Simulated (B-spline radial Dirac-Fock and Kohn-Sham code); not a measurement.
**Elastic scattering of 418 eV electrons by neutral calcium**

Calculated with a radial atomic solver, using relativistic (Dirac) partial waves in the static field of the Dirac-Fock atom with Furness-McCarthy exchange, without polarisation or absorption potentials.

```tsv
θ (°)	dσ/dΩ (a₀²/sr)	Sherman function
0	190	0.000
0.5	188	0.000
1	184	0.000
2	168	0.000
4	121	0.000
8	44.6	0.000
12	16.9	0.000
16	8.01	0.000
24	2.49	-0.001
32	1.06	-0.002
45	0.478	0.000
60	0.257	0.005
75	0.144	0.011
90	0.0820	0.008
105	0.0685	-0.010
120	0.110	-0.016
135	0.197	-0.011
150	0.302	-0.007
165	0.385	-0.003
180	0.417	0.000
```

The total elastic cross section is 13.5 a₀², the first transport cross section 2.52 a₀² and the second, weighted with (3/2) sin²θ, 2.80 a₀². The mean deflection is ⟨1 − cos θ⟩ = 0.187, and 7.3 % of the collisions scatter beyond 90°.

On this grid of angles the cross section has a minimum near 105°, from interference among the few low partial waves with large phase shifts.
